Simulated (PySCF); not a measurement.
Species: `C1CCCCC1C(F)=O`. The columns A, B, C and D hold Mulliken, IAO, Hirshfeld and ESP-fitted charges (e) of one PBE0/pcSseg-1 density (PySCF), in a shuffled order. Coordinates in Å (GFN2-xTB); the density's dipole moment is (-2.62, 0.52, -1.49) D.

```
atom       x       y       z       A       B       C       D
  O1   2.570  -0.605   0.535  -0.382  -0.336  -0.446  -0.209
  C2   2.034   0.367   0.137  +0.609  +0.614  +0.658  +0.246
  F3   2.548   1.589   0.494  -0.303  -0.288  -0.274  -0.098
  C4   0.854   0.542  -0.765  -0.172  -0.425  +0.025  -0.030
  C5  -0.220   1.416  -0.096  -0.254  -0.161  -0.186  -0.069
  C6  -0.858   0.681   1.078  -0.259  -0.234  +0.004  -0.070
  C7  -1.472  -0.634   0.609  -0.256  -0.218  -0.101  -0.069
  C8  -0.405  -1.522  -0.024  -0.261  -0.229  +0.008  -0.072
  C9   0.275  -0.810  -1.191  -0.258  -0.141  -0.197  -0.069
 H10   1.233   1.078  -1.645  +0.166  +0.161  +0.040  +0.055
 H11  -0.986   1.647  -0.839  +0.135  +0.124  +0.081  +0.043
 H12   0.222   2.356   0.239  +0.148  +0.140  +0.057  +0.036
 H13  -1.624   1.313   1.530  +0.140  +0.126  +0.022  +0.043
 H14  -0.100   0.478   1.839  +0.129  +0.123  +0.043  +0.035
 H15  -2.256  -0.424  -0.124  +0.123  +0.109  +0.046  +0.034
 H16  -1.932  -1.152   1.452  +0.137  +0.123  +0.024  +0.041
 H17   0.344  -1.782   0.725  +0.141  +0.137  +0.038  +0.031
 H18  -0.855  -2.449  -0.382  +0.138  +0.122  +0.022  +0.041
 H19  -0.452  -0.639  -1.987  +0.134  +0.120  +0.082  +0.041
 H20   1.074  -1.438  -1.589  +0.146  +0.134  +0.052  +0.040
```

Which column most likely holds the ESP-fitted charges?

C. Σ q r misses the density's dipole by 0.03 D (C), 0.72 D (A), 1.20 D (D), 1.22 D (B). Charges fitted to the outside potential are the only set here that is tied to the molecule's multipoles.

And the Hirshfeld charges?

D. The mean sizes are 0.069 e (D), 0.120 e (C), 0.203 e (B), 0.215 e (A), and Hirshfeld charges are commonly the smallest of these schemes.

As computed, A = IAO, B = Mulliken, C = ESP-fitted, D = Hirshfeld. Hydrogens on carbon: IAO +0.12 to +0.17, Mulliken +0.11 to +0.16, ESP-fitted +0.02 to +0.08, Hirshfeld +0.03 to +0.05 e.

The ESP scheme is a least-squares fit of atom-centred charges to the potential on four shells outside the van der Waals surface, with the total charge fixed. The Mulliken scheme gives each basis function's population to the atom it is centred on and halves the overlap population of two atoms between them.

Geometry: GFN2-xTB, one conformer, isolated molecule.

The run behind these numbers computed NMR shieldings as well. The run took about 1.9 min of CPU time (one thread, shared machine).
